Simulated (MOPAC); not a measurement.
A run for MOPAC: PM6 on AsN, a point of a bond scan (R = 1.934 Å).

```
PM6 1SCF PRECISE CHARGE=0 THREADS=1
AsN

As    -0.00000000 1    -0.00000000 1    -0.28199367 1
N      0.00000000 1     0.00000000 1     1.65167719 1
```

The log:

```
*******************************************************************************
 **                                                                           **
 **                              MOPAC v23.2.5                                **
 **                                                                           **
 *******************************************************************************
 ** MOPAC's Digital Object Identifier: https://doi.org/10.5281/zenodo.6511958 **
 **                                                                           **
 ** Please cite the open-source release paper for use of this MOPAC version:  **
 ** J. E. Moussa and J. J. P. Stewart (2026)                                  **
 ** MOPAC: An open-source semiempirical molecular orbital program             **
 ** J. Open Source Softw., 11(119), 8025, https://doi.org/10.21105/joss.08025 **
 *******************************************************************************

                              PM6 CALCULATION RESULTS

 *******************************************************************************
 *  PM6        - The PM6 Hamiltonian to be used
 *
 *
 *
 *                 CHARGE ON SYSTEM = 0
 *
 *
 *
 *  PRECISE    - TIGHTER CRITERIA TO BE USED
 *  1SCF       - DO 1 SCF AND THEN STOP
 *  THREADS=1  - MULTI-THREADING NOT USED
 *  T=         - A TIME OF 172800.0 SECONDS REQUESTED
 *  DUMP=N     - RESTART FILE WRITTEN EVERY 7200.0 SECONDS REQUESTED
 *******************************************************************************
PM6 1SCF PRECISE CHARGE=0 THREADS=1
 AsN

   ATOM   CHEMICAL          X               Y               Z
  NUMBER   SYMBOL      (ANGSTROMS)     (ANGSTROMS)     (ANGSTROMS)

     1      As         -0.00000000  *  -0.00000000  *  -0.28199367  *
     2       N          0.00000000  *   0.00000000  *   1.65167719  *



          CARTESIAN COORDINATES

    NO.       ATOM           X           Y           Z

     1        As         -0.0000     -0.0000     -0.2820
     2         N          0.0000      0.0000      1.6517

 General Reference for PM6:
 "Optimization of Parameters for Semiempirical Methods V: Modification of NDDO Approximations
 and Application to 70 Elements", J. J. P. Stewart, J. Mol. Mod., 13, 1173-1213 (2007)
 URL: https://link.springer.com/article/10.1007/s00894-007-0233-4

           Empirical Formula: N As  =     2 atoms



      MOLECULAR POINT GROUP   :   C*v


      RHF CALCULATION, NO. OF DOUBLY OCCUPIED LEVELS = 5



 ALL CONVERGERS ARE NOW FORCED ON
 SHIFT=10, PULAY ON, CAMP-KING ON
 AND ITERATION COUNTER RESET



 -------------------------------------------------------------------------------
 PM6 1SCF PRECISE CHARGE=0 THREADS=1
 AsN



     1SCF WAS SPECIFIED, SO BFGS WAS NOT USED
     SCF FIELD WAS ACHIEVED


                              PM6 CALCULATION
                                                       MOPAC v23.2.5 Linux




          FINAL HEAT OF FORMATION =        167.74396 KCAL/MOL =     701.84074 KJ/MOL


          COSMO AREA              =         77.04 SQUARE ANGSTROMS
          COSMO VOLUME            =         60.16 CUBIC ANGSTROMS

          IONIZATION POTENTIAL    =          9.793363 EV
          HOMO LUMO ENERGIES (EV) =         -9.793 -1.559
          NO. OF FILLED LEVELS    =          5
          MOLECULAR WEIGHT        =         88.9283         POINT GROUP:  C*v

          MOLECULAR DIMENSIONS (Angstroms)

            Atom       Atom       Distance
            N     2   As     1     1.93367
            N     2   As     1     0.00000
           As     1    N     2     0.00000


          SCF CALCULATIONS        =          1





   ATOM   CHEMICAL          X               Y               Z
  NUMBER   SYMBOL      (ANGSTROMS)     (ANGSTROMS)     (ANGSTROMS)

     1      As         -0.00000000  *  -0.00000000  *  -0.28199367  *
     2       N          0.00000000  *   0.00000000  *   1.65167719  *

                             CARTESIAN COORDINATES

   1   As       -0.000000000    -0.000000000    -0.281993670
   2    N        0.000000000     0.000000000     1.651677190


           Empirical Formula: N As  =     2 atoms



      MOLECULAR POINT GROUP   :   C*v


                  EIGENVALUES
 -22.80435 -14.10434 -10.44123  -9.79336  -9.79336  -1.55937  -1.55937   1.39400
  50.19681  50.19681  50.54120  50.54120  50.75147


              NET ATOMIC CHARGES AND DIPOLE CONTRIBUTIONS

  ATOM NO.   TYPE          CHARGE      No. of ELECS.   s-Pop       p-Pop       d-Pop
    1         As           0.350450        4.6496     1.89755     2.74102     0.01098
    2          N          -0.350450        5.3504     1.92003     3.43042
 DIPOLE           X         Y         Z       TOTAL
 POINT-CHG.     0.000     0.000    -3.255     3.255
 HYBRID         0.000     0.000    -0.315     0.315
 SUM            0.000     0.000    -3.570     3.570


          ATOMIC ORBITAL ELECTRON POPULATIONS

     Atom    s        px        py        pz      x^2-y^2     xz        z^2       yz        xy
    1 As   1.89755   0.89811   0.89811   0.94480   0.00000   0.00257   0.00585   0.00257   0.00000
    2  N   1.92003   1.09932   1.09932   1.23177

 **********************
 *                    *
 * JOB ENDED NORMALLY *
 *                    *
 **********************




 == MOPAC DONE ==
```

The run finished.

Cost: roughly 0.11 core-seconds.
